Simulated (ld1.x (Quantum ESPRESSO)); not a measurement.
## bismuth (Bi): variants of one TM potential

Base potential:

Bi, norm-conserving Troullier–Martins (Kleinman–Bylander form), made with ld1.x (Quantum ESPRESSO) 7.5 (PBE, scalar-relativistic). Core [Xe] 4f14, reference 5d10 6s2 6p3. Waves: 6p (bound): rc 2.45 bohr; 5d (bound): rc 1.80 bohr; 6s (bound): rc 1.85 bohr. Local part: the s channel. Core correction: Bessel-smoothed model core inside 0.85 bohr.

Cutoffs, loose and tight: the cutoffs (Ry, on a coarse ladder) from which the occupation-weighted sum of valence levels, in a spherical-Bessel basis at the reference potential, stays within 10 and 1 mRy of its value at 400 Ry. They do not see the model core or the augmentation charge, which bear on the density cutoff. Test errors are all-electron minus pseudo excitation energies from the reference, over the configurations 5d10 6s2 6p2; 5d10 6s2 6p1; 5d10 6s2 6p0; 5d10 6s2 6p3.3; 5d10 6s1 6p4; 5d10 6s0 6p5; 5d10 6s1 6p0. A dash means not determined; rows that change the core or the reference have their own tests.

A true bound ghost makes a file unfit for plane-wave use even where its test errors are small: the radial tests pick states by their node count and pass the ghost by.

| change | outcome | cutoff, loose | cutoff, tight | bound ghosts | largest test error (meV) |
| --- | --- | --- | --- | --- | --- |
| base | generated | 55 Ry | 90 Ry | none | -71 |
| all radii but the core radius scaled by about 0.76 (s 1.40, p 1.86, d 1.36 bohr) | generated | 110 Ry | 180 Ry | p | -69 |
| all radii but the core radius scaled by about 1.05 (s 1.94, p 2.58, d 1.90 bohr) | generated | 55 Ry | 90 Ry | none | -78 |
| all radii but the core radius scaled by about 1.22 (s 2.26, p 3.00, d 2.20 bohr) | generated | 50 Ry | 80 Ry | none | -142 |
| all radii but the core radius scaled by about 1.29 (s 2.38, p 3.16, d 2.32 bohr) | generated | 50 Ry | 80 Ry | none | -185 |
| all radii but the core radius scaled by about 1.37 (s 2.54, p 3.36, d 2.46 bohr) | generated | 45 Ry | 70 Ry | none | -243 |

(1) What comes out with this change to the base: all radii but the core radius scaled by about 1.13 (s 2.10, p 2.78, d 2.04 bohr)?

(2) What comes out with this change to the base: all radii but the core radius scaled by about 0.85 (s 1.58, p 2.08, d 1.52 bohr)?

(3) What comes out with this change to the base: all radii but the core radius scaled by about 0.90 (s 1.66, p 2.20, d 1.62 bohr)?

Results:

(1) outcome: generated; cutoff, loose: 50 Ry; cutoff, tight: 90 Ry; bound ghosts: none; largest test error (meV): -101.

(2) outcome: generated; cutoff, loose: 60 Ry; cutoff, tight: 110 Ry; bound ghosts: none; largest test error (meV): -56.

(3) outcome: generated; cutoff, loose: 60 Ry; cutoff, tight: 100 Ry; bound ghosts: none; largest test error (meV): -62.

Reading the sweep of the scale of all radii but the core radius (base = 1) (base included, trends over the rows without a ghost): The loose cutoff falls from 60 Ry at 0.85 to 45 Ry at 1.37. A larger radius leaves more room for a smooth pseudo-wave, so fewer plane waves are needed; a smaller one forces it to follow the all-electron wave where it bends sharply. The median size of the test errors (rows with all tests solved) is not monotonic: lowest 2.8 meV at 1.37, highest 11.8 meV at 1.05. Bound ghosts are found at 0.76.
